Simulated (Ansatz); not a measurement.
```yaml
crystal:
  periodic: [false, false, false]
  atoms:
    - {symbol: Cl, position_ang: [-0.332847, 0.192729, 2.899146]}
    - {symbol: C, position_ang: [-0.134001, 0.079872, 1.206202]}
    - {symbol: C, position_ang: [0.043126, -1.029941, 0.474059]}
    - {symbol: C, position_ang: [0.167348, -0.592623, -0.972985]}
    - {symbol: Si, position_ang: [-0.058239, 1.166750, -0.300806]}
    - {symbol: H, position_ang: [0.090928, -2.056853, 0.832979]}
    - {symbol: H, position_ang: [1.134383, -0.826829, -1.424329]}
    - {symbol: H, position_ang: [-0.624043, -0.977214, -1.620686]}
    - {symbol: H, position_ang: [1.095172, 2.098699, -0.411360]}
    - {symbol: H, position_ang: [-1.298628, 1.894309, -0.679219]}
basis:
  gaussian: {orbitals: cc-pVDZ}
hamiltonian: {xc: {name: M06-2X}}
output: {forces: true}
```

```sh
$ ansatz run in.yaml --threads 4 --pin off --events-out ev --progress --plain --max-ram 10444MiB
```

Problem. How does Ansatz answer? (Best estimate.)

Solution. The calculation gave: The input was rejected before any iteration.
```
Error: YAML parse error: error: line 16 column 19: hamiltonian.xc: no functional is named "M06-2X"; the names, which are not case-sensitive, are SVWN5, SPW92, PBE, PBE0, PBEsol, revPBE, revPBE0, RPBE, rPW86-PBE, HSE06, wPBEh, LC-wPBE, HISS, HF, BLYP, B3LYP, B3LYP5, BHLYP, CAM-B3LYP, r2SCAN, r2SCANh, r2SCAN0, r2SCAN50, m-r2SCAN, B97, wB97, wB97X, wB97X-V, B97M-V, wB97M-V, B2PLYP, B2GP-PLYP, PBE0-DH, PBE-QIDH
14 | basis:
15 |   gaussian: {orbitals: cc-pVDZ}
16 | hamiltonian: {xc: {name: M06-2X}}
17 | output: {forces: true}
```

HSE06 is defined as in plane-wave codes.
